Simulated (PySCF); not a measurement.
Li⁻ (lithium, charge -1) across methods

[He] 2s2, closed-shell 1S. Calculation: PySCF 2.14, in aug-cc-pVTZ; no relativity, point nucleus.

| method | E (hartree) | mean ε 1s (eV) | mean ε 2s (eV) | Σ⟨r²⟩ (bohr²) | ⟨S²⟩ |
| --- | --- | --- | --- | --- | --- |
| r2SCAN | -7.4957 | -48.665 | 0.817 | 80.22 | 0.000 |
| B3LYP | -7.5125 | -50.461 | 0.580 | 79.46 | 0.000 |
| UHF | -7.42814 | -63.199 | -0.389 | 86.10 | 0.000 |
| LDA | -7.3648 | -46.253 | 0.819 | 82.16 | 0.000 |
| r2SCAN0 | -7.4959 | -52.319 | 0.441 | 79.24 | 0.000 |
| PBE | -7.4798 | -46.889 | 0.881 | 78.64 | 0.000 |
| PBE0 | -7.4848 | -51.034 | 0.471 | 76.28 | 0.000 |
| PW91 | -7.4931 | -47.045 | 0.881 | 77.92 | 0.000 |

Question: Estimate the same row for CAM-B3LYP.

Answer: E (hartree) = -7.4890; mean ε 1s (eV) = -52.344; mean ε 2s (eV) = -0.108; Σ⟨r²⟩ (bohr²) = 76.53; ⟨S²⟩ = 0.000.

The highest occupied level is positive at r2SCAN, B3LYP, LDA, r2SCAN0, PBE, PBE0, PW91: only the finite basis holds that electron, which in a density functional comes from self-interaction.
